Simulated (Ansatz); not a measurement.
A geometry relaxed with B3LYP-D3(BJ)/def2-TZVP in Ansatz (a program for electronic structure), charge 0, multiplicity 1:

```xyz
10

N      1.3402    -0.4945     0.0532
H      0.4970     2.0657    -0.3114
H      2.1435     0.1066     0.0658
B      0.0002     0.0002    -0.0003
N     -0.2384     1.4007    -0.1572
H     -1.1551     1.7873    -0.2877
H     -2.0589    -0.6128     0.0648
H     -0.9891    -1.8948     0.2210
H      1.5605    -1.4533     0.2502
N     -1.1000    -0.9050     0.1015
```

Problem. Write the SMILES of this molecule.

Solution. `NB(N)N`
